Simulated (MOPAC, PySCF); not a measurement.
C8H10SSi, SMILES `c1(S)ccc(C(=C)[SiH3])cc1` (Si–C–C–C torsion -148°, C–C–S–H torsion -2°), neutral singlet in the gas phase. 

Cartesian coordinates (Å):
SMILES: C=C([SiH3])c1ccc(S)cc1
```xyz
20

C      1.8028     1.7729    -1.0629
C      1.5491     0.6561    -0.3518
Si     3.0150    -0.3549     0.2803
C      0.1670     0.1904    -0.0790
C     -0.8854     0.4346    -0.9816
C     -2.1841     0.0055    -0.7220
C     -2.4786    -0.6938     0.4594
S     -4.1053    -1.2805     0.8632
C     -1.4389    -0.9579     1.3642
C     -0.1426    -0.5280     1.0910
H      2.8239     2.0922    -1.2889
H      1.0002     2.4198    -1.4346
H      3.0864    -0.3484     1.7725
H      4.2701     0.2420    -0.2584
H      2.9015    -1.7770    -0.1574
H     -0.6784     0.9524    -1.9203
H     -2.9724     0.2060    -1.4515
H     -4.7276    -0.7870    -0.2306
H     -1.6449    -1.5031     2.2883
H      0.6424    -0.7414     1.8203
```
Charge 0, spin multiplicity 1.

All levels are single points at this geometry (B3LYP-D3(BJ)/def2-SVP); Pople sets use spherical d functions. Orbital energies aren't observables, and empty levels follow the basis.

```
level                            HOMO (eV)  LUMO (eV)  gap (eV)  dipole (D)  vertical IE, Delta-SCF (eV)
-------------------------------  ---------  ---------  --------  ----------  ---------------------------
PBE-D3(BJ)/def2-TZVP in PySCF        -5.32      -2.11      3.21        1.31                         7.61
ωB97X-D3(BJ)/def2-TZVP in PySCF      -8.33       0.71      9.04        1.41                         8.05
B3LYP/6-311+G** in PySCF             -6.06      -1.47      4.59        1.37                            –
B3LYP/6-31G* in PySCF                -5.81      -1.01      4.80        1.46                         7.58
B3LYP/LANL2DZ in PySCF               -5.95      -1.17      4.78        1.50                            –
BP86/6-31G* in PySCF                 -5.19      -1.83      3.36        1.45                            –
M06-2X/6-31G* in PySCF               -7.07      -0.10      6.97        1.49                            –
SVWN5/6-31G* in PySCF                -5.23      -1.92      3.31        1.47                         7.62
HF/3-21G in PySCF                    -8.15       2.67     10.82        2.02                            –
HF/6-31G* in PySCF                   -7.94       2.71     10.65        1.71                            –
AM1 in MOPAC                         -8.40      -0.19      8.21        1.72                            –
PM3 in MOPAC                         -8.52      -0.27      8.25        1.94                            –
PM6 in MOPAC                         -8.53      -0.36      8.16        1.96                            –
```
